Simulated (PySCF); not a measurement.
AlAsFH3. Atoms are numbered in the order given.

```xyz
6

Al    -0.5349    -1.2396     0.0000
As     0.0174     1.1317     0.0000
H      1.0460     0.8310    -1.0879
H      1.0460     0.8310     1.0879
F      0.6977    -2.3388     0.0000
H     -1.9931    -1.8451     0.0000
```

Geometry: PBE0-D3(BJ)/def2-TZVP. The geometry has at least one imaginary mode, so it is a saddle point at that level.

Vertical ionisation energy (IE) and electron affinity (EA) in eV. Rows of orbital energies are one-electron estimates. Where ΔSCF, EOM or ADC give a negative EA the extra electron is unbound and the value depends on the basis.

```csv
level,IE,EA
"−ε(HOMO), −ε(LUMO), PBE/def2-TZVPD (PySCF)",___,___
ADC(2)/aug-cc-pVDZ (PySCF),9.45,0.02
```

### Question
Some entries are withheld; supply them. (The exact figures need the calculation; the answer reports its results.)

### Answer

- −ε(HOMO), −ε(LUMO), PBE/def2-TZVPD (PySCF), IE: 6.49
- −ε(HOMO), −ε(LUMO), PBE/def2-TZVPD (PySCF), EA: 2.35

### Question
Beyond the first one, list the lowest photoelectron lines from ADC(2)/aug-cc-pVDZ (PySCF 2.14.0) with their pole strengths (two spins summed). (Estimate from the structure and the level; the computed values follow.)

### Answer
10.88 eV (1.84), 12.72 eV (1.78), 12.81 eV (1.81), 13.31 eV (1.74), 13.38 eV (1.75).
